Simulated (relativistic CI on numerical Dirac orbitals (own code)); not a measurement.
Charge states of xenon

Calculated at this level of theory: Dirac-Coulomb-Breit CI, KLI orbitals optimised for each configuration, model QED (radiative potential, 1s self-energy scaled to tabulated hydrogen-like ionisation energies), valence Slater integrals scaled by 0.9 (own radial code, finite nucleus).

Each species is treated in one configuration, given outside its closed core. Radial values are for the open shell of highest l, unscaled and averaged over j; ζ includes the Breit term. Labels give the leading LS character, summed over repeated terms.

```tsv
Ion	Configuration	Its lowest level	LS weight (%)	g_J	g√(J(J+1))	F² (cm⁻¹)	F⁴ (cm⁻¹)	Next level	E (cm⁻¹)
Xe	4d10 5s2 5p6	1S_0	100		0.00				
Xe⁺	4d10 5s2 5p5	2P°_3/2	100	1.334	2.58			2P°_1/2	10743
Xe²⁺	4d10 5s2 5p4	3P_2	90	1.450	3.55	50620		3P_0	8519.4
Xe³⁺	4d10 5s2 5p3	4S°_3/2	88	1.910	3.70	52890		2D°_3/2	15548
Xe⁴⁺	4d10 5s2 5p2	3P_0	91		0.00	54930		3P_1	8921.4
Xe⁵⁺	4d10 5s2 5p	2P°_1/2	100	0.666	0.58			2P°_3/2	15644
Xe⁶⁺	4d10 5s2	1S_0	100		0.00				
Xe⁷⁺	4d10 5s	2S_1/2	100	2.002	1.73				
Xe⁸⁺	4d10	1S_0	100		0.00				
Xe⁹⁺	4d9	2D_5/2	100	1.199	3.55			2D_3/2	16474
Xe¹⁰⁺	4d8	3F_4	97	1.242	5.56	123900	83150	J = 2 (mixed)	14009
Xe¹¹⁺	4d7	4F_9/2	88	1.305	6.49	126300	84930	4F_7/2	13611
Xe¹²⁺	4d6	5D_4	87	1.462	6.54	128600	86650	5D_3	10095
Xe¹³⁺	4d5	?	?	?	?	?	?	?	?
Xe¹⁴⁺	4d4	5D_0	69		0.00	133000	89930	5D_1	7612.8
Xe¹⁵⁺	4d3	4F_3/2	85	0.471	0.91	135200	91490	4F_5/2	11337
Xe¹⁶⁺	4d2	3F_2	89	0.704	1.73	137200	93020	3F_3	17762
Xe¹⁷⁺	4d	2D_3/2	100	0.798	1.55			2D_5/2	22737
Xe¹⁸⁺	3d10 4s2 4p6	1S_0	100		0.00				
Xe¹⁹⁺	3d10 4s2 4p5	2P°_3/2	100	1.332	2.58			2P°_1/2	126830
Xe²⁰⁺	3d10 4s2 4p4	3P_2	76	1.381	3.38	153600		1S_0	39307
Xe²¹⁺	3d10 4s2 4p3	J = 3/2 (mixed)	42	1.502	2.91	155000		2D°_3/2	108420
Xe²²⁺	3d10 4s2 4p2	3P_0	78		0.00	156300		3P_1	113640
Xe²³⁺	3d10 4s2 4p	2P°_1/2	100	0.663	0.57			2P°_3/2	140240
```

**Question.** Fill in the row of Xe¹³⁺.

**Answer.** Its lowest level 6S_5/2; LS weight (%) 89; g_J 1.954; g√(J(J+1)) 5.78; F² (cm⁻¹) 130800; F⁴ (cm⁻¹) 88310; Next level J = 5/2 (mixed); E (cm⁻¹) 37248.

With one configuration, terms of near-neutral atoms and ions can be 10 to 25 % off, and close levels can change places.
